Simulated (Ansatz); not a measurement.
Abridged output of a molecular run in Ansatz:

```
Functional definition: HF
1253 factors; integrals over basis functions are off by at most 1.1e-3 eV
mean field evaluation 1: about -13138.9597 eV, gradient 3.7e1 eV
mean field evaluation 2: about -13138.9633 eV, gradient 3.7e1 eV
mean field evaluation 4: about -13142.5056 eV, gradient 4.0e0 eV
mean field evaluation 8: about -13142.5559 eV, gradient 1.5e-4 eV
mean field -13142.55592609 eV, -482.9800219396 hartree, gradient 2.1e-6 eV, S^2 0.000000; 0 other end points of the search recorded, 0 dependent functions left out
9 core orbitals not correlated: weight in the atoms' cores, before any rotation towards them, 1.000 or more for the frozen orbitals, at most 0.000 for the correlated occupied ones
reference -13142.55592609 eV, -482.9800219396 hartree; 16, 16 occupied and 99, 99 virtual orbitals, 1253 factors
second order -19.67908172 eV of doubles, -0.00000000 eV of singles
cycle   1  -20.85742945 eV  change    -1.2e0 eV  update   9.3e-2
cycle   2  -21.40768029 eV  change   -5.5e-1 eV  update   2.7e-2
cycle   3  -21.50266322 eV  change   -9.5e-2 eV  update   1.2e-2
cycle   4  -21.50290484 eV  change   -2.4e-4 eV  update   2.9e-3
cycle   5  -21.50291284 eV  change   -8.0e-6 eV  update   1.1e-3
cycle   6  -21.50297740 eV  change   -6.5e-5 eV  update   3.3e-4
cycle   7  -21.50282851 eV  change    1.5e-4 eV  update   1.2e-4
cycle   8  -21.50280372 eV  change    2.5e-5 eV  update   4.0e-5
cycle   9  -21.50280372 eV  change    3.4e-9 eV  update   1.6e-5
perturbative correction -0.57747577 eV, -0.0212218432 hartree
Total energy: -13164.63620558 eV, -483.7914572442 hartree
```

Its atoms:

```xyz
15

C    -0.1561    1.1427    1.8130
Si    0.8393   -0.0137    0.7294
C     0.1476   -0.1288   -1.0356
C    -1.2025   -0.8108   -1.0935
O     1.0312   -0.8807   -1.8700
H    -0.2002    2.1455    1.3810
H    -1.1792    0.7790    1.9341
H     0.2897    1.2241    2.8069
H     2.2466    0.4771    0.6118
H     0.8800   -1.3806    1.3195
H     0.0358    0.8916   -1.4376
H    -1.5471   -0.8832   -2.1285
H    -1.9476   -0.2494   -0.5243
H    -1.1451   -1.8227   -0.6850
H     1.9077   -0.4900   -1.8213
```

**Question.** Which basis set was used?
A. cc-pV(Q+d)Z
B. def2-TZVPP
C. def2-SVP
D. def2-TZVPPD

**Answer.** C. It gives 124 functions.

**Question.** Write the keys of the input that set method, charge and spin (a neutral closed shell needs none for the last two).

**Answer.** 
```yaml
correlation: {method: ccsd_t}
```
